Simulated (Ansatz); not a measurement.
Species: sum formula H3SiO (charge -1, singlet). 
Structure (B3LYP-D3(BJ)/def2-TZVP (Ansatz, an electronic-structure program) minimum search):
```
Si
O 1 1.5643
H 1 1.5288 2 117.27
H 1 1.5288 3 100.67 2 -128.43
H 1 1.5288 3 100.67 4 -103.14
```
Charge -1, spin multiplicity 1.

Basis-set convergence of Hartree-Fock and CCSD correlation energies (hartree) with Ansatz. Cores are frozen in the correlated levels unless marked. Spin-orbit coupling is left out. No relativistic terms.

| basis | functions | E(HF) | E(corr, CCSD) |
|---|---|---|---|
| def2-SVPD | 71 | -365.41767 | -0.34855 |
| def2-TZVPPD | 139 | -365.61685 | -0.41227 |
| def2-QZVPPD | 241 | -365.62961 | -0.43630 |

Extrapolating the two largest sets (X = 3 and 4) as X^-3: E(corr) = (64·(-0.43630) - 27·(-0.41227))/37 = -0.4538 Eh, an estimate of the basis-set limit. The largest set recovers 96.1 % of it, the smallest 76.8 %.
